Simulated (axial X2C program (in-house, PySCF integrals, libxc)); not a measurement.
# ZnF⁺: nuclear properties from DFT to coupled cluster

Computed with an axial X2C code built on PySCF integrals: two-component X2C with atomic mean-field Coulomb and Gaunt terms, Gaussian nuclei, basis Zn dyall-acv3z, F dyall-av3z with contracted cores.

R = 1.703 Å (near the PBE0 minimum at charge 1 of the determinant lowest at the starting distance; the state shown can have its own minimum elsewhere); state Ω = 0 (closed shell).

| level | qzz Zn (a.u.) | qzz F (a.u.) |
| --- | --- | --- |
| PBE0 | -0.75 | 2.35 |
| HF | -1.71 | 1.63 |
| B3LYP | -0.58 | 2.49 |

qzz is the electric field gradient, eQq0 = 234.96 MHz × Q/barn × qzz. The operators were transformed with the bare-nucleus X2C matrices; with these basis sets, hyperfine constants and field gradients can be off by tens of per cent, and where levels differ in sign neither size nor sign is settled.

Finite-field MP2, CCSD and CCSD(T), with 18 electrons correlated in 130 natural virtual spinors (MP2 remainder added):

```tsv
level	qzz Zn (a.u.)	qzz F (a.u.)
MP2	-1.27	2.00
CCSD	-1.34	1.96
CCSD(T)	-1.24	2.02
```

T1 = 0.019 (Lee–Taylor). One unrestricted determinant, the lowest of a limited PBE0 search, is the reference; the functionals treat spin collinearly. Correlation of the inner shells is missing, which matters for properties at the nucleus. Number of frozen shells: Zn 3 s, 2 p; F 1 s.

Problem. By how much does correlation change each value, CCSD(T) against HF?

Solution. qzz Zn -27 %; qzz F 24 %.
